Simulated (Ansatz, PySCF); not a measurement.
C2H6Be, charge -1, doublet, geometry from GFN2-xTB (such geometries of metal compounds can be far from the true shape) (a state made from the parent by changing its charge; the spin is typed, not shown lowest) (in this run its highest filled SCF level lies above zero, so its values depend strongly on the basis, on diffuse functions most of all). Base run: PBE/def2-SVPD (PySCF).

Input for PySCF:
```python
from pyscf import gto, scf, dft

mol = gto.Mole()
mol.atom = '''
    Be   -0.493302    0.641188   -0.516111
    C     1.245745    0.062473   -0.900229
    H     1.263635   -1.033426   -1.017434
    H     1.911223    0.269058   -0.045991
    H     1.790759    0.449634   -1.782472
    C    -1.128045   -0.215458    1.023370
    H    -1.111348   -1.308726    0.882850
    H    -2.138828    0.002781    1.418309
    H    -0.448429   -0.026168    1.870332
'''
mol.basis = 'def2-svpd'
mol.charge = -1
mol.spin = 1
mol.verbose = 4
mol.build()

mf = dft.UKS(mol)
mf.xc = 'pbe'
mf.kernel()
```

The same geometry, method and basis name were run in Ansatz (a quantum-chemistry and plane-wave program) and PySCF, at each program's defaults and at the settings that a row names. The base is PySCF at its defaults. Differences at the defaults can come from grids, fitting, cores and function types together.

| code and settings | ΔE vs base (mEh) | basis functions | E (Eh) | SCF cycles |
|---|---|---|---|---|
| PySCF, defaults (exact integrals, its default grid, spherical functions) | 0.000 | 100 | -94.31133 | 9 |
| Ansatz, defaults (factorised integrals, its default grid, spherical functions) | 0.000 | 100 | -94.31133 | - |
| PySCF, density fitting with def2-universal-jkfit | -0.079 | 100 | -94.31141 | 9 |
| PySCF, fine grid | 0.001 | 100 | -94.31133 | 9 |
| Ansatz, high accuracy | 0.001 | 100 | -94.31133 | - |

Open shells are given as the SCF converged; they aren't shown to be the lowest states, and a large step between rows can be another state.
